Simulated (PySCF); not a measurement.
Isomers of H2Cl2Si2. Isolated molecules, 0 K electronic values unless said otherwise. Strings in code marks are SMILES.

The T1 excitation (TDA) from two functionals at the same geometries (PBE0-D3(BJ)/def2-TZVP), both in PySCF: PBE-D3(BJ)/def2-TZVP and ωB97X-D3(BJ)/def2-TZVP. Excitations are Tamm–Dancoff values on a coarser integration grid. The basis has no diffuse functions, so Rydberg states are missing or too high.

| species | PBE-D3(BJ)/def2-TZVP (eV) |
|---|---|
| `Cl/[SiH]=[SiH]/Cl` | 1.34 |
| `Cl/[SiH]=[SiH]\Cl` | 1.40 |
| `[SiH2]=[Si](Cl)Cl` | 1.58 |

What does ωB97X-D3(BJ)/def2-TZVP give for each?


- `Cl/[SiH]=[SiH]/Cl`: 1.22
- `Cl/[SiH]=[SiH]\Cl`: 1.28
- `[SiH2]=[Si](Cl)Cl`: 1.53
Over these rows, drawn at random from the members with no instability flagged (it was tested for open shells, ions and some series alone), PBE minus ωB97X-D3(BJ): mean +0.10 eV, from +0.05 eV to +0.12 eV.
